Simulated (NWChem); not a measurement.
System: C2H7BO; SMILES BOCC

Here is an NWChem input.

```
start job
memory heap 200 mb stack 900 mb global 1100 mb
geometry units angstroms noautoz
  B     -0.242078     1.809879    -0.212094
  H     -0.040898     1.861276    -1.410387
  H     -0.697872     2.738190     0.413752
  O      0.042031     0.695548     0.473244
  C      0.567429    -0.473488    -0.127113
  C     -0.412018    -1.618143    -0.007664
  H      0.814699    -0.270858    -1.184281
  H      1.506417    -0.715912     0.397196
  H     -1.336040    -1.407288    -0.567229
  H      0.029696    -2.543001    -0.408139
  H     -0.680730    -1.790358     1.045118
end
basis spherical
  * library def2-svp
end
dft
  xc slater vwn_5
  iterations 150
  mulliken
end
task dft energy
```

Coordinates come from a PBE0/def2-SVP optimisation.

Problem. Give the results of this calculation. (LDA (Slater exchange, VWN5)/def2-SVP.) Quantities: energy (Ha); highest occupied level (eV); orbital gap (eV); dipole (D).

Solution. 
```
Quantity                       Value
---------------------------  -------
energy (Ha)                  -178.79
highest occupied level (eV)    -6.92
orbital gap (eV)                5.55
dipole (D)                      2.01
```
